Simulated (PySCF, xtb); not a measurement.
Cd(Br)(Et) (C2H5BrCd), SMILES C[CH2][Cd][Br]. One conformer was computed; it need not be the lowest.

Harmonic wavenumbers (cm⁻¹) from xtb with GFN2-xTB at its own minimum, in rising order: 34, 50, 177, 201, 230, 402, 615, 924, 974, 1045, 1159, 1219, 1408, 1455, 1474, 1494, 2933, 2936, 2954, 2965, 2976.

Problem. What does PBE-D3(BJ)/def2-SVP (PySCF) give at its own minimum? (The exact figures need the calculation; the answer reports its results.)

Solution. 60, 81, 207, 238, 254, 473, 628, 912, 937, 1023, 1138, 1199, 1345, 1391, 1422, 1424, 2953, 2992, 3031, 3044, 3063. Paired by order, the mean absolute difference is 44 cm⁻¹ and the zero-point energies are 39.5 and 39.8 kcal/mol.
